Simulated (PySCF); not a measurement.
# Gallium: a sound run and one with changed settings

Sound run: Ga²⁺ [Ar] 3d10 4s1, Ga³⁺ [Ar] 3d10. Computed with PySCF 2.14 in cc-pVDZ-PP with ECP10MDF, with a scalar-relativistic core potential. The sound run starts from symmetry-adapted Hartree-Fock orbitals and uses a fine grid where one is needed.

Changed run: 6 angular points. This setting is unsound on purpose.

```
species  method  sound run (hartree)  changed run (hartree)  converged
   Ga²⁺     UHF           -257.39861             -257.39861        yes
   Ga²⁺    PBE0           -258.43439             -258.79671        yes
   Ga²⁺    BP86           -258.58828             -259.29250        yes
   Ga³⁺     UHF           -256.30771             -256.30771        yes
   Ga³⁺    PBE0           -257.29110             -257.58821        yes
   Ga³⁺    BP86           -257.43089             -258.02491        yes
```

Ionisation energy of Ga²⁺:

```csv
method,sound run (eV),changed run (eV)
UHF,29.685,29.685
PBE0,31.110,32.885
BP86,31.494,34.493
```

A coarse angular grid integrates products of high-l functions wrongly, so density functionals can shift, and the SCF can exploit the error; Hartree-Fock and MP2 need no grid.

For comparison, NIST gives 30.726 eV between the lowest levels.
